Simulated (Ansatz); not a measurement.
A nudged elastic band was laid between two geometries of ClFH$_{4}$MgO (8 atoms, charge 0, multiplicity 1).

All numbers below come from Ansatz 0.2.0, RKS B3LYP-D4/def2-mTZVP.

- movable images: 4
- climbing image: no
- spring: 5.0 eV/Å²
- optimiser: quadratic models (default)
- start path: through a guess of the saddle point
- force threshold: 0.03 eV/Å
- iteration limit: 60
- end points: relaxed

First end point:

```xyz
8
Properties=species:S:1:pos:R:3
Mg -0.222 -1.082 0.416
H -0.063 -1.667 2.006
Cl 0.153 -1.464 -1.840
H -1.274 1.136 -0.035
F -1.806 0.417 0.264
H 1.499 1.248 0.313
O 0.721 0.866 -0.117
H 0.993 0.546 -1.007
```

Last end point:

```xyz
8
Properties=species:S:1:pos:R:3
Mg -0.514 -0.629 -0.209
H 0.938 -1.070 1.684
Cl 0.380 -2.328 -1.338
H -0.385 1.800 -0.472
F -1.790 0.260 0.683
H 0.431 -0.630 2.011
O 0.312 1.175 -0.738
H 0.626 1.422 -1.620
```

(1) What changes between the two ends?

(2) Give the energies along the band, and the barrier.

(3) What is the geometry of the highest image?

Results:

(1) Bonds broken: Mg1–H2, H4–F5, H6–O7. Bonds formed: H2–H6, H4–O7. ClFH4MgO becomes ClFH2MgO + H2.

(2) The run converged. The highest image is number 2 of 0 to 5, 20.6 kJ/mol above the first end and 155.8 kJ/mol above the last; the last end lies 135.2 kJ/mol below the first. No image climbed, so the highest image needn't sit at the top of the path. The orbitals stay closed-shell, which can raise the energy where a bond breaks towards radicals; this wasn't checked here.

```csv
image,path coordinate (Å),energy (kJ/mol),Mg1–H2 (Å),H4–F5 (Å),H6–O7 (Å)
0,0.00,0.0,1.70,0.94,0.97
1,1.20,12.1,1.72,0.94,0.97
2,2.39,20.6,1.74,0.96,0.98
3,3.59,-54.8,2.12,1.54,1.75
4,4.78,-128.6,2.54,2.01,2.49
5,5.98,-135.2,2.43,2.38,3.29
```

(3) 
```xyz
8
Properties=species:S:1:pos:R:3:forces:R:3
Mg -0.294 -1.270 -0.014 -0.01 -0.01 0.02
H 0.503 -1.042 1.512 0.00 -0.01 0.00
Cl -0.512 -2.444 -1.899 0.00 0.01 -0.01
H -1.033 1.020 -0.015 0.01 -0.01 0.00
F -1.703 0.334 -0.054 0.00 0.00 0.00
H 1.026 0.696 0.848 0.01 0.02 -0.01
O 0.670 1.072 0.015 -0.03 0.00 0.01
H 1.344 1.635 -0.393 0.01 -0.01 0.00
```

Time of the run: 110 s on 2 threads of Arm Neoverse V2 (shared host), peak memory 0.18 GiB.
